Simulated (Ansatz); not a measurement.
`O[Si](O)(F)N[SiH2]F` + `O[SiH3]` → `O[Si](O)(F)O[SiH3]` + `N[SiH2]F`  (ligand exchange at the Si–N bond)

Isolated molecules relaxed with PBE0-D4/def2-TZVP in Ansatz; ΔE leaves out vibrations. CCSD(T)/CBS is the MP2 limit (def2-TZVPP, def2-QZVPP) plus CCSD(T) − MP2 in def2-TZVPP, frozen cores. Functionals use def2-TZVPP. B3LYP here is the variant with VWN-RPA as its local correlation; programs differ in this. One conformer a species, not always the lowest.

`O[Si](O)(F)N[SiH2]F`:

```xyz
12

O    -1.958    0.958    1.038
Si   -0.409    0.837    0.578
O     0.483    1.358    1.837
F    -0.093    1.746   -0.689
N    -0.085   -0.752    0.059
Si    0.568   -1.314   -1.422
F     2.166   -1.204   -1.433
H    -2.179    1.657    1.655
H     1.432    1.423    1.722
H    -0.248   -1.468    0.754
H     0.240   -2.751   -1.552
H     0.084   -0.491   -2.546
```

`O[SiH3]`:

Z-matrix (Å, degrees):
```
Si
O 1 1.648
H 1 1.489 2 111.7
H 1 1.489 2 111.7 3 120.9
H 1 1.481 2 105.9 3 -119.6
H 2 0.957 1 117.9 3 -60.5
```

`O[Si](O)(F)O[SiH3]`:

Z-matrix (Å, degrees):
```
Si
O 1 1.618
F 1 1.588 2 111.5
O 1 1.623 2 108.8 3 -119.0
O 1 1.606 2 108.2 3 117.2
H 2 0.958 1 118.4 3 77.1
H 4 0.958 1 118.5 2 163.8
Si 5 1.641 1 145.4 2 9.7
H 8 1.484 5 110.1 1 -66.9
H 8 1.484 5 110.2 1 54.1
H 8 1.483 5 107.5 1 173.6
```

`N[SiH2]F`:

Z-matrix (Å, degrees):
```
Si
F 1 1.605
N 1 1.696 2 114.6
H 1 1.479 2 105.8 3 -119.3
H 1 1.479 2 105.8 3 119.3
H 3 1.006 1 122.0 2 77.5
H 3 1.006 1 122.0 2 -77.5
```

```tsv
level	ΔE (kcal/mol)	difference from CCSD(T)/CBS
PBE-D4	-11.8	1.8
r2SCAN-D4	-13.4	0.2
PBE0-D4	-12.7	0.9
B3LYP-D4	-13.9	-0.3
ωB97X-V	-13.4	0.2
ωB97M-V	-13.2	0.4
B2PLYP	-14.2	-0.6
PBE	-12.2	1.4
r2SCAN	-13.6	0.0
PBE0	-13.0	0.6
B3LYP	-14.5	-0.9
HF/def2-TZVPP	-17.0	-3.4
MP2/def2-TZVPP	-13.3	0.3
SCS-MP2/def2-TZVPP	-13.9	-0.3
CCSD/def2-TZVPP	-14.0	-0.4
CCSD(T)/def2-TZVPP	-13.5	0.1
HF/def2-QZVPP	-17.4	-3.8
MP2/def2-QZVPP	-13.5	0.1
SCS-MP2/def2-QZVPP	-14.1	-0.5
HF/CBS(def2)	-17.5	-3.9
MP2/CBS(def2)	-13.5	0.1
CCSD/CBS(def2)	-14.2	-0.6
CCSD(T)/CBS	-13.6	0
```

Largest T1 diagnostic among the species: 0.011.

From PBE to PBE0 (25 % exact exchange), in def2-TZVPP and without D4, ΔE moves by −0.8 kcal/mol. In def2-TZVPP, CCSD(T) changes the Hartree–Fock value by +3.6 kcal/mol (the triples alone add +0.6 kcal/mol) and MP2 by +3.7 kcal/mol.
